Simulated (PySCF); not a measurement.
C3H9GeN, SMILES [CH2]1N[CH2][GeH]1[CH3]. Coordinates come from a PBE-D3(BJ)/def2-SVP optimisation. This is a generated structure with no PubChem entry under its InChIKey; it may be hypothetical.

Task: Give the equilibrium geometry at PBE-D3(BJ)/def2-SVP (PySCF confirms it by a frequency run) as bond lengths and angles, and its point group. (The exact figures need the calculation; the answer reports its results.)

Result: point group Cs.
Atoms: C1 Ge2 C3 N4 C5 H6 H7 H8 H9 H10 H11 H12 H13 H14. Bond lengths (Å): C1–Ge2 1.966, C1–H6 1.108, C1–H7 1.108, C1–H8 1.107, Ge2–C3 2.002, Ge2–C5 2.002, Ge2–H9 1.555, C3–N4 1.471, C3–H10 1.111, C3–H11 1.121, N4–C5 1.471, N4–H12 1.028, C5–H13 1.121, C5–H14 1.111. Angles (°): Ge2–C1–H6 110.4, Ge2–C1–H7 110.4, Ge2–C1–H8 110.2, H6–C1–H7 108.2, H6–C1–H8 108.8, H7–C1–H8 108.8, C1–Ge2–C3 119.4, C1–Ge2–C5 119.4, C1–Ge2–H9 111.0, C3–Ge2–C5 71.9, C3–Ge2–H9 115.2, C5–Ge2–H9 115.2, Ge2–C3–N4 87.3, Ge2–C3–H10 120.0, Ge2–C3–H11 110.4, N4–C3–H10 114.1, N4–C3–H11 115.7, H10–C3–H11 108.3, C3–N4–C5 106.0, C3–N4–H12 115.2, C5–N4–H12 115.2, Ge2–C5–N4 87.3, Ge2–C5–H13 110.4, Ge2–C5–H14 120.0, N4–C5–H13 115.7, N4–C5–H14 114.1, H13–C5–H14 108.3.
